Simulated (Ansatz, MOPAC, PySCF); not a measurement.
Pair of molecules: SiH4 (SMILES [SiH4]) (first 5 atoms) with CH2O (SMILES C=O); geometry from B3LYP-D3(BJ)/def2-TZVP.
(charge 0, multiplicity 1):
```xyz
9

Si     0.0213     0.0922     0.1766
H     -0.6505    -1.1098     0.7236
H      0.4935     0.9282     1.3042
H     -0.9386     0.8621    -0.6442
H      1.1750    -0.3225    -0.6511
C     -0.2532    -0.4548     3.9346
O      0.0609     0.0922     4.9536
H     -1.2269    -0.2684     3.4409
H      0.4111    -1.1799     3.4254
```

Monomers are frozen at their geometry in the pair; levels with a basis set take the counterpoise correction. Rows marked so take none.

Correlated levels freeze the cores. Rows in 6-31G* carry no dispersion term and start afresh at each structure (6-31G* with six Cartesian d functions). The state reached by PM6 isn't checked.

Codes used: Ansatz (a quantum-chemistry and plane-wave program) with Gaussian orbitals; MOPAC for PM6 (differences of heats of formation); PySCF for 6-31G* rows, the dispersion terms. Each number belongs to the level named beside it.

```tsv
level	interaction energy (kcal/mol)
PM6	-0.24
HF/6-31G* (no counterpoise)	0.59
PBE/def2-TZVPPD	-0.30
BP86/6-31G* (no counterpoise)	0.53
revPBE-D4/def2-TZVPPD	-0.66
PBE0-D3(BJ)/def2-TZVPPD	(withheld)
BHLYP-D4/def2-TZVPPD	(withheld)
MP2/aug-cc-pV(D+d)Z	-0.48
CCSD(T)/aug-cc-pV(D+d)Z	-0.52
```

Task: Some entries are withheld; supply them.

Result: 
- PBE0-D3(BJ)/def2-TZVPPD, interaction energy (kcal/mol): -1.02
- BHLYP-D4/def2-TZVPPD, interaction energy (kcal/mol): -0.74
